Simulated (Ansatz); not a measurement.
Relaxation of Cl2H2OSi (6 atoms, charge 0, multiplicity 1), to a largest force component of 0.03 eV/Å in at most 50 steps.

Level of theory: RKS B3LYP/def2-SVP in Ansatz 0.2.0.

```xyz
6
Properties=species:S:1:pos:R:3
Si -0.824 0.119 0.328
H 1.446 0.180 1.715
Cl 2.450 -0.143 0.894
Cl -1.022 1.644 -1.112
O -1.108 -1.211 -0.634
H -1.056 -2.059 -0.176
```

Question: Where does it end, and by what steps?

Answer: It converged. The force dipped under the threshold on the way, but the program's further checks kept it going. After 11 steps the energy has fallen by 0.063 eV; H2 moved furthest, 0.63 Å.

| step | energy less start (eV) | largest force component (eV/Å) | accepted |
| --- | --- | --- | --- |
| 0 | 0.0000 | 0.860 | yes |
| 1 | -0.0290 | 0.620 | yes |
| 2 | -0.0382 | 0.446 | yes |
| 3 | -0.0473 | 0.204 | yes |
| 4 | -0.0529 | 0.180 | yes |
| 5 | -0.0565 | 0.253 | yes |
| 6 | -0.0598 | 0.208 | yes |
| 7 | -0.0604 | 0.207 | yes |
| 8 | -0.0025 | 1.382 | no |
| 9 | -0.0624 | 0.016 | yes |
| 10 | -0.0611 | 0.260 | no |
| 11 | -0.0628 | 0.029 | yes |

```xyz
6
Properties=species:S:1:pos:R:3
Si -1.080 0.096 0.279
H 1.976 0.361 2.010
Cl 2.334 -0.231 0.918
Cl -1.091 1.622 -1.181
O -1.132 -1.232 -0.734
H -1.119 -2.086 -0.277
```

Whether the end is a true minimum wasn't checked by a vibrational analysis.

The run took 36 s on 1 thread of Arm Neoverse V1, on a shared host, peak memory 0.15 GiB.
